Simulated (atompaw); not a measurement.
## Which change was made? (Pb, PAW (atompaw))

```
Element                 : Pb
Generator               : atompaw 4.2.0.5
Type                    : PAW
Functional              : PBE
Relativity              : scalar-relativistic
Frozen core             : [Xe] 4f14 5d10
Valence charge          : 4
Reference configuration : 6s1 6p3
Partial waves           : 6s (bound): rc 2.40 bohr; 6s channel at 0.35 Ry: rc 2.20 bohr; 6p (bound): rc 2.40 bohr; 6p channel at 1.1 Ry: rc 2.15 bohr; 6d channel at 0.1 Ry: rc 2.40 bohr; 6d channel at 1.5 Ry: rc 2.40 bohr
Local potential         : ultrasoft scheme with l = 3 at 0.5 Ry, radius 2.20 bohr
Core correction         : smooth core density matched at 1.75 bohr
Augmentation charge     : gaussian compensation charge, radius 2.15 bohr; PAW radius 2.40 bohr; waves and projectors: custom polynom2 7 10 vanderbiltortho
```

Cutoffs, loose and tight: the cutoffs (Ry, on a coarse ladder) from which the occupation-weighted sum of valence levels, in a spherical-Bessel basis at the reference potential, stays within 10 and 1 mRy of its value at 400 Ry. They see the waves, projectors and local potential, not the compensation charge or the core.

The base gives: outcome: generated; cutoff, loose: 10 Ry; cutoff, tight: 12 Ry; bound ghosts: d.

Task: After one change the result is: outcome: generated; cutoff, loose: 8 Ry; cutoff, tight: 12 Ry; bound ghosts: d. Which change was it?
A. wave 6p channel at 1.1 Ry: rc 2.15 bohr becomes 6p channel at 4.99 Ry: rc 2.15 bohr
B. local potential vpsmatchnc scheme with l = 3 at 0.5 Ry, radius 2.20 bohr
C. all radii scaled by about 0.77 (s 1.84, p 1.84, d 1.84 bohr); local potential ultrasoft scheme with l = 3 at 0.5 Ry, radius 1.68 bohr; augmentation gaussian compensation charge, radius 1.64 bohr; PAW radius 1.84 bohr; waves and projectors: custom polynom2 7 10 vanderbiltortho; core correction smooth core density matched at 1.34 bohr

Result: A. The others give: all radii scaled by about 0.77 (s 1.84, p 1.84, d 1.84 bohr); local potential ultrasoft scheme with l = 3 at 0.5 Ry, radius 1.68 bohr; augmentation gaussian compensation charge, radius 1.64 bohr; PAW radius 1.84 bohr; waves and projectors: custom polynom2 7 10 vanderbiltortho; core correction smooth core density matched at 1.34 bohr → outcome: generated; cutoff, loose: 18 Ry; cutoff, tight: 21 Ry; bound ghosts: s, p, d | local potential vpsmatchnc scheme with l = 3 at 0.5 Ry, radius 2.20 bohr → outcome: generated; cutoff, loose: 8 Ry; cutoff, tight: 15 Ry; bound ghosts: s, d, p.
